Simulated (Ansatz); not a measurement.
`CN(C)[Si]O` + H–F → `CN(C)[Si]F` + H₂O at 500 K and 1 bar (ligand exchange at the Si–O bond).

Program: Ansatz. Geometries: PBE0-D4/def2-TZVP. ΔE: electronic, gas phase. CBS: MP2 limit from def2 TZ/QZ plus the TZ coupled-cluster correction, frozen cores. This one scheme is used for every species. Each species was taken in one conformer, which may not be the lowest.

```tsv
species	CCSD(T)/CBS energy (Eh)	H − E (kJ/mol)	S (J/(mol·K))
`CN(C)[Si]O`	-499.30678	300.6	409.9
H–F	-100.39570	39.4	188.7
`CN(C)[Si]F`	-523.34250	268.0	389.4
H₂O	-76.37941	73.2	206.3
```

H − E and S are ideal-gas, rigid-rotor, harmonic terms from PBE0-D4/def2-TZVP, for one conformer and one mirror image of each species. 1 Eh = 2625.50 kJ/mol, R = 8.31446 J/(mol·K).

**Question.** By hand: ΔE, ΔH, ΔS and ΔG.

**Answer.** ΔE = (-523.34250) + (-76.37941) − (-499.30678) − (-100.39570) = -0.01943 Eh = -51.0 kJ/mol. Δ(H − E) = 268.0 + 73.2 − 300.6 − 39.4 = 1.2, so ΔH = -49.8 kJ/mol. ΔS = 389.4 + 206.3 − 409.9 − 188.7 = -2.9 J/(mol·K). ΔG = -49.8 − 500 × (-2.9)/1000 = -48.3 kJ/mol.

**Question.** By hand: the equilibrium constant, and the temperature at which ΔG would vanish if ΔH and ΔS stayed fixed.

**Answer.** log₁₀ K = −ΔG/(RT ln 10) = 5.0. ΔG = 0 at ΔH/ΔS = 17172 K, far beyond where these terms or the molecules hold.

The number of gas molecules stays the same, so ΔS is small and ΔH decides. A doubt of 5 kJ/mol in ΔE shifts log₁₀ K by 0.5 here. Other conformers and mirror images would add mixing entropy, several J/(mol·K) or more a flexible species. Modes under 60 cm⁻¹, often nearly free rotors, make the harmonic entropy too high. These are equilibria of isolated gas molecules and say nothing of rates. Largest T1 diagnostic: 0.013 (customary marks: 0.02 for closed shells, 0.045 for open ones).
